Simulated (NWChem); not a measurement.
System: C3H4O2Si; SMILES O=C[Si@@H]1OC=C1

```xyz
10

O     -0.1055    -2.6854     0.0840
C      0.1669    -1.5924     0.5154
Si     0.0012    -0.0144    -0.5656
C     -1.1750     1.2445     0.0782
C     -0.0469     1.9026     0.4341
O      1.0745     1.2249     0.0317
H      0.4786    -1.4591     1.5895
H      0.1819    -0.3371    -2.0051
H     -2.2119     1.5103     0.2652
H      0.1128     2.8437     0.9763
```
Atoms are numbered in this order, from 1.

Program: NWChem. The geometry was optimised at PBE0/def2-SVP. B3LYP is NWChem's, with the RPA form of VWN correlation. Vertical excitations in the gas phase; the lowest state need not have the same character in each row.

Among these, which level gives the highest value of “lowest excitation, singlet (eV)”?
(A) LDA (Slater exchange, VWN5)/def2-SVP, full TDDFT
(B) B3LYP/def2-SVP, full TDDFT
(C) PBE/def2-SVP, full TDDFT

B, B3LYP/def2-SVP, full TDDFT. Values: LDA (Slater exchange, VWN5)/def2-SVP, full TDDFT 2.84; PBE/def2-SVP, full TDDFT 2.93; B3LYP/def2-SVP, full TDDFT 3.10
